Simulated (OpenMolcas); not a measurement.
# Cr3+ in MgO: curves along the breathing mode

Cr3+ with its 6 nearest oxide ions, on the Mg site of MgO (a = 4.2112 Å, distance in the model lattice 2.106 Å). The rest of the host is ab initio model potentials to 7.6 Å, with orthogonalisation functions on the cations behind the ligands, and point charges beyond; the distance is set by hand and nothing relaxes, and no local charge compensation is placed. Ligand basis ANO-RCC-VDZP.

```json
{
  "Program": "OpenMolcas 26.06",
  "Method": "CASSCF",
  "Basis": "ANO-RCC-VDZP [5s4p2d1f]",
  "Scalar Hamiltonian": "DKH2, point nucleus",
  "Active space": "3 electrons in 5 orbitals (3d)",
  "State averaging": "2S+1 = 4 even, 10 roots; 2S+1 = 2 even, 40 roots",
  "Spin-orbit coupling": "RASSI with atomic mean-field integrals over the reference wave functions"
}
```

Spin-free energies (labels of O, the rotations of Oh) in cm-1 above the lowest fitted minimum, as all ligands move together:

```json
{"R (Å)": "1.899", "4A2": "4610", "4T2": "25100", "2E": "22980", "2T1": "23930", "4T1": "34600", "2T2": "31960", "2A1": "40180"}
{"R (Å)": "1.944", "4A2": "770", "4T2": "19700", "2E": "19140", "2T1": "20100", "4T1": "28940", "2T2": "27880", "2A1": "34820"}
{"R (Å)": "1.989", "4A2": "100", "4T2": "17690", "2E": "18470", "2T1": "19440", "4T1": "26670", "2T2": "26980", "2A1": "32860"}
{"R (Å)": "2.034", "4A2": "2240", "4T2": "18690", "2E": "20610", "2T1": "21590", "4T1": "27400", "2T2": "28900", "2A1": "33890"}
{"R (Å)": "2.078", "4A2": "6770", "4T2": "22280", "2E": "25140", "2T1": "26110", "4T1": "30740", "2T2": "33230", "2A1": "37500"}
{"R (Å)": "2.123", "4A2": "13680", "4T2": "28390", "2E": "32060", "2T1": "33030", "4T1": "36610", "2T2": "39960", "2A1": "43620"}
{"R (Å)": "2.168", "4A2": "22750", "4T2": "36800", "2E": "41140", "2T1": "42100", "4T1": "44810", "2T2": "48870", "2A1": "52050"}
```

Cubic fits give the following; the wavenumber is harmonic, with the mass of all moving ligands, small differences in it between states hang on the degree of the fit, a number in brackets counts states of one label, and the table is a selection of at most 14 states with clean curves.

```csv
State,R0 (Å),Breathing mode (cm-1),Minimum (cm-1)
4A2,1.977,708,0
4T2,1.996,719,17640
2E,1.977,708,18370
2T1,1.977,707,19340
4T1,2.000,716,26560
2T2,1.981,707,26930
2A1,1.996,718,32810
2T2(2),1.997,717,35530
2T1(2),1.996,718,36450
2E(2),1.996,718,38540
4T1(2),2.010,730,40970
2T1(3),1.999,715,42510
2T2(3),2.000,705,49810
2T1(4),2.014,727,52870
```

The minimum of 4T2 is shifted by +0.0191 Å against 4A2 (from the unrounded fits). With M = 96.0 u for the moving shell, the Huang-Rhys factor in this mode is S = M ω ΔR² / 2ħ = 0.01483 × 96.0 × 708 × 0.0191² = 0.37. Only the first shell moves, against a rigid host.

Without dynamic correlation the repulsion within the d shell is too large (B by tens of per cent), so at a given field states of lower spin stand too high. Ligand-to-metal charge-transfer states are missing. With no ligand orbital active B as a rule stays too high, so bands that hang on it stand too high and its fall with covalency is understated. With metal d orbitals alone and no dynamic correlation 10Dq can be off by a tenth to a fifth, either way, in oxide and fluoride hosts. The least metal-like active orbital is 85 % on the metal (Löwdin) and no ligand orbital is active, so the numbers are rough (holds for R = 1.899). No measured value stands beside these numbers.
